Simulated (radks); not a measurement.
Values are calculated unless marked as measured or tabulated.
Ta53+, 20 electrons, occupied as [Ar] 3d2. Level of theory: scalar-relativistic Kohn-Sham, BLYP, spin-polarised, spherical densities, point nucleus; open shells are filled with parallel spins first (spin-orbit coupling, left out, can overturn this in heavy ions) (a radial shooting solver on a logarithmic mesh with Libxc functionals). Some entries of the table are withheld. Estimate them.

| orbital | occ. | eigenvalue (eV) | <r^2> (bohr^2) | <1/r> (bohr^-1) |
|---|---|---|---|---|
| 1s up | 1 | -70992.77 | 0.0004784 | 85.48 |
| 1s down | 1 | -70992.63 | 0.0004784 | 85.48 |
| 2s up | 1 | -15108.19 | 0.007262 | 20.11 |
| 2s down | 1 | -15096.97 | 0.007254 | 20.12 |
| 2p up | 3 | -13693.53 | 0.005969 | 18.26 |
| 2p down | 3 | -13684.67 | 0.005961 | 18.27 |
| 3s up | 1 | -5752.072 | 0.04244 | 7.943 |
| 3s down | 1 | -5739.444 | 0.04253 | 7.929 |
| 3p up | 3 | -5330.822 | 0.04181 | 7.397 |
| 3p down | 3 | -5317.912 | 0.04191 | 7.384 |
| 3d up | 2 | -4921.098 | 0.03289 | 7.007 |
| 3d down | 0 | -4904.645 | 0.03299 | 6.999 |
| 4s up | 0 | -2984.589 | 0.1542 | 4.073 |
| 4s down | 0 | -2979.612 | 0.1546 | 4.066 |
| 4p up | 0 | -2817.118 | 0.1590 | 3.849 |
| 4p down | 0 | -2812.197 | 0.1595 | 3.842 |
| 4d up | 0 | -2649.282 | 0.1488 | 3.681 |
| 4d down | 0 | -2643.846 | 0.1494 | 3.675 |
| 4f up | 0 | -2519.910 | (1) | 3.554 |
| 4f down | 0 | -2513.234 | (2) | 3.544 |

Answer. 
(1) 4f up <r^2> (bohr^2): 0.1143
(2) 4f down <r^2> (bohr^2): 0.1150
